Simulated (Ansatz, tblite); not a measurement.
Removing and adding an electron: the cluster B₂F₄. Total charge 0; singlet. Geometry: PBE0-D4/def2-SVP. Ansatz, gas phase; energy differences of separate SCF runs; the oxidised species was run as a doublet alone; the reduced species was run as a doublet alone.

```tsv
atom	x (Å)	y (Å)	z (Å)
B1	-0.313	0.790	-0.153
B2	0.313	-0.790	0.153
F3	-1.418	1.216	0.421
F4	-0.483	-1.824	0.329
F5	0.294	1.624	-0.972
F6	1.608	-1.015	0.222
```

The xTB rows come from tblite. The structure comes from a short search, and lower isomers may exist.

| level | −HOMO (eV) | vertical IE (eV) | −LUMO (eV) | vertical EA (eV) | HOMO–LUMO gap (eV) | IE − EA (eV) | remarks |
| --- | --- | --- | --- | --- | --- | --- | --- |
| GFN1-xTB | 13.21 | 17.05 | 8.58 | 4.61 | 4.63 | 12.44 | – |
| GFN2-xTB | 12.55 | 16.38 | 8.74 | 4.55 | 3.81 | 11.84 | – |
| PBE-D4/def2-TZVP | 8.36 | 12.13 | 3.02 | – | 5.34 | – | – |
| PBE-D4/def2-TZVPD | 8.41 | – | 3.08 | -0.01 | 5.33 | – | HOMO above zero (-1 doublet) |
| r2SCAN-D4/def2-TZVP | 8.75 | 12.37 | 2.78 | – | 5.97 | – | – |
| r2SCAN-D4/def2-TZVPD | 8.78 | – | 2.82 | -0.02 | 5.96 | – | HOMO above zero (-1 doublet) |
| PBE0-D4/def2-TZVP | 10.07 | 12.75 | 2.08 | – | 8.00 | – | – |
| PBE0-D4/def2-TZVPD | 10.11 | – | 2.12 | 0.00 | 7.98 | – | HOMO above zero (-1 doublet) |

   A HOMO above zero means that the electron is unbound at that level or that self-interaction error raises the level; the energy of removing that electron tells which. Raw xTB energy differences between charge states are shifted by several eV; the methods need an empirical correction for them. A negative affinity means that the extra electron isn't bound; its size then hangs on the basis.
